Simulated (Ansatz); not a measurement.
Single points on the cluster Li7Sn.

```yaml
crystal:
  periodic: [false, false, false]
  atoms:
    - {symbol: Li, position_ang: [0.483994, 2.041662, -2.677177]}
    - {symbol: Li, position_ang: [-2.519192, -1.686201, 2.331888]}
    - {symbol: Li, position_ang: [1.119418, -0.668473, -1.103896]}
    - {symbol: Li, position_ang: [0.218608, -0.217863, 1.695157]}
    - {symbol: Li, position_ang: [-0.461963, -2.927012, 0.384124]}
    - {symbol: Li, position_ang: [-1.705311, -0.199541, -0.362182]}
    - {symbol: Li, position_ang: [2.718199, 1.902094, -0.127223]}
    - {symbol: Sn, position_ang: [0.146258, 1.755334, -0.140682]}
basis:
  gaussian: {orbitals: def2-TZVP, initial_orbitals: start.molden}
magnetization: {spin_polarized: true, initial_magnetization: 1}
hamiltonian: {xc: pbe, dispersion: d4}
scf: {omitted_lower_state_checks: [starts]}
output: {forces: true, orbitals: {seedname: orbitals}}
```

The file start.molden holds the orbitals of an earlier run on this structure, at another level or in another basis.

```sh
$ ansatz run in.yaml --threads 4 --pin off --events-out ev --progress --plain --max-ram 3916MiB
```

Output, abridged:

```
Functional definition: PBE
1291 factors; their error is unknown
mean field evaluation 1: about -7260.9306 eV, gradient 5.7e0 eV
mean field evaluation 2: about -7261.0090 eV, gradient 1.2e-1 eV
mean field evaluation 4: about -7261.0063 eV, gradient 9.6e-3 eV
mean field evaluation 8: about -7261.0063 eV, gradient 4.9e-5 eV
mean field -7261.00625494 eV, -266.8370581822 hartree, gradient 6.6e-6 eV, S^2 0.773221; 0 other end points of the search recorded, 0 dependent functions left out
reference -7261.00630713 eV, -266.8370601001 hartree; 22, 21 occupied and 126, 127 virtual orbitals, 1291 factors
Total energy: -7261.11646914 eV, -266.8411084795 hartree
Atom 0 at     0.483994     2.041662    -2.677177 Å, force     0.025641    -0.007989    -0.028510 eV/Å
Atom 1 at    -2.519192    -1.686201     2.331888 Å, force     0.022029     0.012302    -0.022171 eV/Å
Atom 2 at     1.119418    -0.668473    -1.103896 Å, force     0.009208    -0.001661    -0.005240 eV/Å
Atom 3 at     0.218608    -0.217863     1.695157 Å, force    -0.010633    -0.043406     0.010823 eV/Å
Atom 4 at    -0.461963    -2.927012     0.384124 Å, force    -0.011948     0.024155     0.006896 eV/Å
Atom 5 at    -1.705311    -0.199541    -0.362182 Å, force    -0.012890    -0.043233     0.014959 eV/Å
Atom 6 at     2.718199     1.902094    -0.127223 Å, force     0.030836    -0.003598    -0.021469 eV/Å
Atom 7 at     0.146258     1.755334    -0.140682 Å, force    -0.052244     0.063430     0.044712 eV/Å
Dipole moment:     0.397516    -0.156332    -0.353504 e Å
Checks for a lower state left out: starts
```

Run time 6.5 s (4 threads of Intel Xeon Platinum 8488C on a shared host).

As the first input, with `hamiltonian: {xc: r2scan, dispersion: d4}`, `output: {orbitals: {seedname: orbitals}}` (abridged; 17 s):

```
Functional definition: r2SCAN
mean field -7266.56253877 eV, -267.0412478469 hartree, gradient 4.2e-6 eV, S^2 0.841452
Total energy: -7266.58546036 eV, -267.0420901997 hartree
Checks for a lower state left out: starts
```

First input, but with `hamiltonian: {xc: pbe0, dispersion: d4}`, `output: {orbitals: {seedname: orbitals}}` (abridged; 8.5 s):

```
Functional definition: PBE0
mean field -7261.97792970 eV, -266.8727665709 hartree, gradient 9.2e-6 eV, S^2 0.788367
Total energy: -7262.07460621 eV, -266.8763193671 hartree
Checks for a lower state left out: starts
```

First input, but with `correlation: {method: ccsd_t}`, `scf: {omitted_lower_state_checks: [starts, cluster_reference]}`, `output: {orbitals: {seedname: orbitals}}` and without the key `hamiltonian` (abridged; 2.1 min):

```
Functional definition: HF
mean field evaluation 16: about -7225.6764 eV, gradient 1.0e-5 eV
mean field -7225.67635616 eV, -265.5387083496 hartree, gradient 2.0e-6 eV, S^2 1.542459
4 core orbitals not correlated: weight in the atoms' cores, before any rotation towards them, 1.000 or more for the frozen orbitals, at most 0.000 for the correlated occupied ones
second order -16.48969206 eV of doubles, -0.00000000 eV of singles
cycle   1  -16.76311781 eV  change   -2.7e-1 eV  update   1.5e-1
cycle   2  -17.35197318 eV  change   -5.9e-1 eV  update   7.4e-2
cycle   3  -17.54420916 eV  change   -1.9e-1 eV  update   6.0e-2
cycle   4  -17.54333012 eV  change    8.8e-4 eV  update   3.9e-2
cycle   5  -17.59710863 eV  change   -5.4e-2 eV  update   2.4e-2
cycle   6  -17.64791431 eV  change   -5.1e-2 eV  update   1.4e-2
cycle   7  -17.64493684 eV  change    3.0e-3 eV  update   8.1e-3
cycle   8  -17.64632157 eV  change   -1.4e-3 eV  update   5.5e-3
cycle   9  -17.65055269 eV  change   -4.2e-3 eV  update   3.6e-3
cycle  10  -17.64894832 eV  change    1.6e-3 eV  update   2.4e-3
cycle  11  -17.65299264 eV  change   -4.0e-3 eV  update   1.5e-3
cycle  12  -17.65256769 eV  change    4.2e-4 eV  update   9.2e-4
cycle  13  -17.65197848 eV  change    5.9e-4 eV  update   5.9e-4
cycle  14  -17.65193091 eV  change    4.8e-5 eV  update   3.8e-4
cycle  15  -17.65180686 eV  change    1.2e-4 eV  update   2.3e-4
cycle  16  -17.65189212 eV  change   -8.5e-5 eV  update   1.4e-4
cycle  17  -17.65194400 eV  change   -5.2e-5 eV  update   8.2e-5
cycle  18  -17.65191030 eV  change    3.4e-5 eV  update   4.9e-5
cycle  19  -17.65191329 eV  change   -3.0e-6 eV  update   3.1e-5
perturbative correction -0.60164812 eV, -0.0221101606 hartree
Total energy: -7243.92991757 eV, -266.2095143587 hartree
Checks for a lower state left out: starts, cluster_reference
```

The first input with `hamiltonian: {xc: {name: r2SCAN0}, dispersion: d4}`, `output: {orbitals: {seedname: orbitals}}` (abridged; 18 s):

```
Functional definition: r2SCAN0
mean field -7265.69957856 eV, -267.0095346439 hartree, gradient 5.8e-6 eV, S^2 0.854263
Total energy: -7265.73026954 eV, -267.0106625166 hartree
Checks for a lower state left out: starts
```

The first input with `hamiltonian: {xc: {name: LC-wPBE}}`, `output: {orbitals: {seedname: orbitals}}` (abridged; 20 s):

```
Functional definition: LC-wPBE
mean field evaluation 16: about -7262.9218 eV, gradient 1.4e-4 eV
mean field -7262.92177387 eV, -266.9074522047 hartree, gradient 7.1e-6 eV, S^2 0.830918
Total energy: -7262.92177388 eV, -266.9074522049 hartree
Checks for a lower state left out: starts
```

Geometry: PBE0-D4/def2-TZVP.

In the def2 sets Sn takes a core potential; there is no spin–orbit coupling. LC-ωPBE has ω = 0.4 bohr⁻¹. Correlated methods freeze 4 core orbitals; core or outer-core shells of Li, Sn are correlated, in sets that lack core-valence functions. At r2SCAN-D4/def2-TZVP, CCSD(T)/def2-TZVP, r2SCAN0-D4/def2-TZVP, LC-ωPBE/def2-TZVP the charge 0 doublet is spin-contaminated (final ⟨S²⟩ up to 1.54, 0.75 for a pure state). At CCSD(T)/def2-TZVP T1 of the charge 0 doublet is large (up to 0.060), so the single-reference result is doubtful. Another isomer (doublet) lies 0.41 eV lower at PBE0-D4/def2-TZVP; other spin states weren't run for this one.
